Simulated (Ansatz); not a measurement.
Compare A (`Cc1ccc(C(C)(C)C)cc1`) with its isomer B (`Cc1cc(C)c(C)c(C)c1C`).

Calculated with Ansatz (gas phase, PBE0-D4/def2-TZVP geometries, no zero-point term in ΔE). CBS: MP2 limit from def2 TZ/QZ plus the TZ coupled-cluster correction, frozen cores. Functionals use def2-TZVPP. B3LYP here is the variant with VWN-RPA as its local correlation; programs differ in this.

(1) Which isomer does CCSD(T)/CBS put lower? Give the gap. (Best estimate.)

(2) Give E(B) − E(A) in kJ/mol with PBE-D4, B3LYP-D4, HF/def2-TZVPP, CCSD/def2-TZVPP, r2SCAN-D4, BLYP-D4, MP2/def2-TZVPP. (An estimate is asked.)

Largest T1 diagnostic: 0.010.

Answers

(1) Ansatz gave: B, by 5.4 kJ/mol.

(2) Computed: PBE-D4 -18.9, B3LYP-D4 -13.1, HF/def2-TZVPP 0.9, CCSD/def2-TZVPP -3.8, r2SCAN-D4 -14.6, BLYP-D4 -14.1, MP2/def2-TZVPP -8.1. The order is the other way round with HF/def2-TZVPP.

In def2-TZVPP, CCSD(T) changes the Hartree–Fock value by −6.2 kJ/mol (the triples alone add −1.5 kJ/mol) and MP2 by −9.0 kJ/mol. From BLYP to BHLYP (50 % exact exchange), in def2-TZVPP and without D4, E(B) − E(A) moves by +4.7 kJ/mol.
